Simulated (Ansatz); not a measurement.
Species: Al2H4, net charge -1, doublet state. It need not be the lowest isomer of its formula. 
Coordinates optimised at B3LYP-D3(BJ)/def2-TZVP (Ansatz, a first-principles code):
```xyz
6

Al     0.0396     0.0468     1.2405
Al    -0.0396    -0.0468    -1.2405
H      1.3288    -0.3465     2.1404
H     -1.1906     0.5098     2.1885
H      1.1906    -0.5098    -2.1885
H     -1.3288     0.3465    -2.1404
```
Charge -1, spin multiplicity 2.

Basis-set convergence of Hartree-Fock and CCSD(T) correlation energies (hartree) with Ansatz. Correlated levels leave the core frozen unless marked. Open shells are spin-unrestricted. Spin-orbit coupling is left out. No relativistic terms.

| basis | functions | E(HF) | E(corr, CCSD(T)) |
|---|---|---|---|
| aug-cc-pV(D+d)Z | 100 | -486.15578 | -0.20501 |
| aug-cc-pV(T+d)Z | 202 | (withheld) | (withheld) |

Q: Complete the blanks.

A: 
- aug-cc-pV(T+d)Z, E(HF): -486.17217
- aug-cc-pV(T+d)Z, E(corr, CCSD(T)): -0.23144
